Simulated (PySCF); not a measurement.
chlorotrifluoromethane (CClF3), SMILES FC(F)(F)Cl. Atoms are numbered in the order given.

```xyz
5

F      1.0780    -0.6224     0.8134
C      0.0000     0.0000     0.3563
F     -1.0780    -0.6224     0.8134
F      0.0000     1.2448     0.8134
Cl     0.0000     0.0000    -1.4176
```
Charge 0, spin multiplicity 1.

The structure is a stationary point at B3LYP-D3(BJ)/def2-SVP.

Two levels are set side by side: PBE/pcSseg-2 (PySCF) and B3LYP/pcSseg-2 (PySCF). GIAO shifts against CFCl3 (¹⁹F), HCl (³⁵Cl), TMS (¹³C) at the same level; non-relativistic, no solvent, atoms listed together averaged. Without spin–orbit terms, shifts of atoms bonded to Cl or Br come out too high at both levels. Differences are taken from unrounded values.

| quantity | B3LYP |
|---|---|
| δ(¹⁹F) of F1, F3, F4 (ppm) | -39.7 |
| δ(¹³C) of C2 (ppm) | 149.0 |
| δ(³⁵Cl) of Cl5 (ppm) | 394.3 |

**Question.** What does PBE give, and how far is it from B3LYP? (An estimate is asked for; the answer gives what the named calculation found.)

**Answer.** 
```json
[
 {"quantity": "δ(¹⁹F) of F1, F3, F4 (ppm)", "PBE": "-51.2", "PBE minus B3LYP": "-11.4"},
 {"quantity": "δ(¹³C) of C2 (ppm)", "PBE": "152.1", "PBE minus B3LYP": "3.1"},
 {"quantity": "δ(³⁵Cl) of Cl5 (ppm)", "PBE": "394.7", "PBE minus B3LYP": "0.4"}
]
```

Rough cost on one machine, each run with all the roots and properties that it gave: B3LYP against PBE within a factor of 2.
